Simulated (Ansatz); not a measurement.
# Forces on a displaced structure

SnH$_{3}$Cl (SMILES [Cl][SnH3]), singlet, displaced at random from a GFN2-xTB minimum.

Cl1  (-1.815, 0.372, 0.991)
Sn2  (0.152, -0.035, -0.100)
H3  (-0.159, 0.395, -1.767)
H4  (0.624, -1.715, 0.120)
H5  (1.257, 0.938, 0.671)
(Å)

Computed with Ansatz 0.2.0 (basis: def2-TZVPP); correlated methods freeze the cores. Filled d shells of the heavier atoms are correlated. Core potentials replace the inner electrons of the atoms past krypton. The def2 sets are not built for correlating such inner shells, so the correlated values are less sure here.

CCSD(T) forces from the calculation:
```csv
atom,Fx,Fy,Fz (eV/Å)
Cl1,-0.625,0.015,0.335
Sn2,0.426,-0.870,-1.009
H3,0.215,-0.242,0.741
H4,-0.353,0.787,-0.166
H5,0.337,0.309,0.099
```

Problem. Which atom feels the largest CCSD(T) force, and how large is it?

Solution. Sn2, 1.40 eV/Å, along (0.30, -0.62, -0.72).

Root-mean-square difference of the force components from those of CCSD(T): PBE0-D4 0.073; wB97M-V 0.018; r2SCAN-D4 0.072; PBE-D4 0.179; r2SCANh-D4 0.047; B97M-V 0.134 eV/Å.

The T1 diagnostic stays at or below 0.012.

For scale, one of the runs: CCSD(T)/def2-TZVPP forces, 134 basis functions (an equivalent command: `ansatz run in.yaml --threads 4`). The run took 50 s on 4 CPU threads (shared host), with 1.3 GiB of host memory at its peak.
